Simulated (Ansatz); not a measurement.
`[NH2][Sc]([NH2])[OH]`. Charge 0, multiplicity 1. The geometry is a stationary point of PBE0-D4/def2-TZVP. It is one conformer, not always the lowest.

```xyz
9

N    -0.974   -1.542   -0.338
Sc   -0.123    0.247   -0.123
N     1.567    0.360    0.927
O    -0.889    1.778   -0.884
H    -0.627   -2.416    0.039
H    -1.827   -1.755   -0.840
H     2.109    1.192    1.121
H     2.046   -0.416    1.369
H    -1.282    2.552   -1.273
```

Question: What is the dipole moment at PBE/def2-TZVPP? (An estimate is asked.)

Answer: Computed: 0.05 D, zero by symmetry or nearly so.

Question: Give the Mulliken charges with PBE, r2SCAN, ωB97M-V in def2-TZVPP. (An estimate is asked.)

Answer: Ansatz gave: 
```csv
atom,PBE,r2SCAN,ωB97M-V
N1,-0.47,-0.53,-0.42
Sc2,0.75,0.90,0.80
N3,-0.47,-0.53,-0.42
O4,-0.51,-0.58,-0.52
H5,0.13,0.13,0.10
H6,0.13,0.14,0.10
H7,0.13,0.14,0.10
H8,0.13,0.13,0.10
H9,0.18,0.19,0.16
```
